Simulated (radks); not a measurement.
The arsenic anion As3-, [Kr], held by a Watson sphere: a shell of charge +3 at radius R that stands for the Madelung well of a crystal (potential energy -3/R inside, -3/r outside, in hartree with lengths in bohr). All-electron calculation, scalar-relativistic Kohn-Sham, LDA (Slater exchange, Perdew-Wang correlation), spin-polarised, spherical densities, point nucleus. Program: a radial shooting solver on a logarithmic mesh with Libxc functionals. Response by self-consistent Sternheimer equations with the Hartree and adiabatic LDA kernel, the relativistic mass of each level held fixed and spin-orbit coupling left out. The sphere does not respond.

R (bohr) = 2.1: e(3d) (eV) -40.229; e(4s) (eV) -17.376; e(4p) (eV) -7.961; <r> 4p (bohr) 2.378; sum of <r^2> (bohr^2) 57.73; X-ray form factor at sin(theta)/lambda = 0.2 1/angstrom 26.609; alpha (bohr^3) 32.64
R (bohr) = 2.65: e(3d) (eV) -38.663; e(4s) (eV) -15.404; e(4p) (eV) -6.879; <r> 4p (bohr) 2.604; sum of <r^2> (bohr^2) 66.64; X-ray form factor at sin(theta)/lambda = 0.2 1/angstrom 26.278; alpha (bohr^3) 47.63
R (bohr) = 4.26: e(3d) (eV) -37.275; e(4s) (eV) -12.102; e(4p) (eV) -4.237; <r> 4p (bohr) 3.239; sum of <r^2> (bohr^2) 96.07; X-ray form factor at sin(theta)/lambda = 0.2 1/angstrom 26.069; alpha (bohr^3) 148.1
R (bohr) = 4.8: e(3d) (eV) -37.032; e(4s) (eV) -11.553; e(4p) (eV) -3.639; <r> 4p (bohr) 3.438; sum of <r^2> (bohr^2) 107.2; X-ray form factor at sin(theta)/lambda = 0.2 1/angstrom 26.099; alpha (bohr^3) 211.5
